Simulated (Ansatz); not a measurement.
Gas-phase electronic energies from Ansatz, PBE0-D4/def2-TZVP geometries. CCSD(T)/CBS adds triple-zeta CCSD(T) − MP2 to the extrapolated MP2 energy (def2 sets, frozen cores). This one scheme is used for every species. DFT in def2-TZVPP. Each species was taken in one conformer, which may not be the lowest.

Reaction (formal exchange of groups at a C–O bond): `CO[CH2][AlH][F]` + ethane → `CC[CH2][AlH][F]` + CH₃OH

```csv
level,ΔE (kJ/mol),difference from CCSD(T)/CBS
PBE-D4,-41.9,11.2
PBE0-D4,-47.8,5.3
ωB97X-V,-45.0,8.1
PBE0,-47.3,5.8
SCS-MP2/def2-TZVPP,-51.0,2.1
CCSD/def2-TZVPP,-50.5,2.6
HF/def2-QZVPP,-46.9,6.2
HF/CBS(def2),-47.0,6.1
MP2/CBS(def2),-58.5,-5.4
CCSD/CBS(def2),-54.0,-0.9
CCSD(T)/CBS,-53.1,0
```

Largest T1 diagnostic among the species: 0.012.

In def2-TZVPP, CCSD(T) changes the Hartree–Fock value by −3.2 kJ/mol (the triples alone add +0.8 kJ/mol) and MP2 by −8.5 kJ/mol. From PBE to PBE0 (25 % exact exchange), in def2-TZVPP and without D4, ΔE moves by −5.9 kJ/mol.
